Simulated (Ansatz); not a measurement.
Ga₃H₂. Total charge 0; doublet. Geometry r2SCAN-D4/def2-SVP.

```xyz
5

Ga   -1.242   -0.686    1.314
Ga   -0.449    0.174   -1.001
Ga    1.569   -1.140   -0.037
H    -1.080    1.006    0.400
H     1.202    0.646   -0.676
```

Another isomer (doublet) lies 0.33 eV lower at PBE0-D4/def2-TZVP; other spin states weren't run for this one.

Problem. Estimate the α-spin orbital energies around the gap (eV) in Ansatz with PBE-D4/def2-TZVP, r2SCAN-D4/def2-TZVP, PBE0-D4/def2-TZVP, r2SCAN0-D4/def2-TZVP.

Solution. 
```tsv
orbital	PBE-D4/def2-TZVP	r2SCAN-D4/def2-TZVP	PBE0-D4/def2-TZVP	r2SCAN0-D4/def2-TZVP
HOMO−5	-12.45	-13.04	-14.13	-14.52
HOMO−4	-9.74	-10.16	-11.07	-11.35
HOMO−3	-7.96	-8.26	-8.98	-9.20
HOMO−2	-5.94	-6.20	-6.86	-7.04
HOMO−1	-5.70	-5.95	-6.53	-6.72
HOMO	-4.30	-4.65	-5.07	-5.34
LUMO	-3.27	-3.26	-2.63	-2.64
LUMO+1	-2.56	-2.48	-1.88	-1.84
LUMO+2	-1.76	-1.64	-1.09	-1.03
LUMO+3	-0.92	-0.76	-0.28	-0.18
LUMO+4	0.00	0.30	0.72	0.89
LUMO+5	0.38	0.85	1.01	1.30
β HOMO	-5.56	-5.79	-6.32	-6.50
β LUMO	-3.60	-3.43	-2.92	-2.78
```
